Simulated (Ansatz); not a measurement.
A nudged elastic band was laid between two geometries of CH₇BFN (11 atoms, charge 0, multiplicity 1).

These are results of RKS PBE0/6-31G* in Ansatz, not measurements.

```json
{
  "movable images": "5",
  "climbing image": "yes",
  "spring": "5.0 eV/Å²",
  "optimiser": "quadratic models (default)",
  "start path": "through a guess of the saddle point",
  "force threshold": "0.05 eV/Å",
  "iteration limit": "60",
  "end points": "relaxed"
}
```

First end point:

```xyz
11
Properties=species:S:1:pos:R:3
B 0.110 -0.255 0.082
F 0.404 0.704 1.051
H 1.053 -0.574 -0.624
H -0.941 -0.076 -0.511
N -0.186 -1.623 0.974
H -0.459 -2.371 0.339
C 0.960 -2.029 1.806
H 1.792 -2.266 1.139
H 1.239 -1.172 2.419
H 0.723 -2.891 2.437
H -0.993 -1.430 1.567
```

Last end point:

```xyz
11
Properties=species:S:1:pos:R:3
B 0.279 -0.658 -0.428
F -1.065 -0.223 2.722
H 1.309 -0.047 -0.475
H -0.617 -0.485 -1.203
N 0.101 -1.594 0.596
H -0.738 -2.164 0.596
C 1.095 -2.027 1.568
H 1.410 -3.059 1.377
H 1.969 -1.377 1.487
H 0.695 -1.956 2.583
H -0.733 -0.394 1.858
```

Q: What changes between the two ends?

A: Bonds broken: B1–F2, N5–H11. Bonds formed: F2–H11. CH7BFN becomes CH6BN + FH.

Q: Give the energies along the band, and the barrier.

A: The run converged. The highest image is number 4 of 0 to 6, 149.5 kJ/mol above the first end and 33.8 kJ/mol above the last; the last end lies 115.7 kJ/mol above the first. Neighbouring images differ by up to 1.3 eV, so the band resolves the path poorly. A vibrational analysis at the climbing image gives one clearly imaginary mode, 487i cm⁻¹: a first-order saddle point. The orbitals stay closed-shell, which can raise the energy where a bond breaks towards radicals; this wasn't checked here.

```
image  path coordinate (Å)  energy (kJ/mol)  B1–F2 (Å)  N5–H11 (Å)  F2–H11 (Å)
    0                 0.00              0.0       1.40        1.02        2.60
    1                 0.69              3.2       1.40        1.02        2.40
    2                 1.39              8.2       1.40        1.02        2.25
    3                 2.08             28.4       1.44        1.04        1.76
    4                 2.78            149.5       1.84        1.48        1.04
    5                 3.96            118.7       2.88        1.93        0.94
    6                 5.15            115.7       3.45        1.93        0.94
```

Q: What is the geometry of the highest image?

A: 
```xyz
11
Properties=species:S:1:pos:R:3:forces:R:3
B 0.066 -0.503 0.003 -0.01 0.00 0.00
F -0.737 0.575 1.264 0.01 0.01 0.00
H 1.150 -0.011 -0.114 0.00 -0.01 0.00
H -0.733 -0.488 -0.888 0.01 0.00 0.00
N -0.056 -1.619 0.989 0.00 0.00 0.00
H -0.758 -2.316 0.768 0.00 0.00 0.00
C 1.117 -2.197 1.633 0.00 0.00 -0.01
H 1.642 -2.903 0.977 0.01 0.00 0.00
H 1.812 -1.394 1.890 0.00 0.00 0.00
H 0.840 -2.721 2.554 0.00 0.00 0.00
H -0.640 -0.407 1.605 -0.01 0.00 0.01
```

The run took 3.6 min on 1 thread of Arm Neoverse V2, on a shared host, peak memory 0.17 GiB.
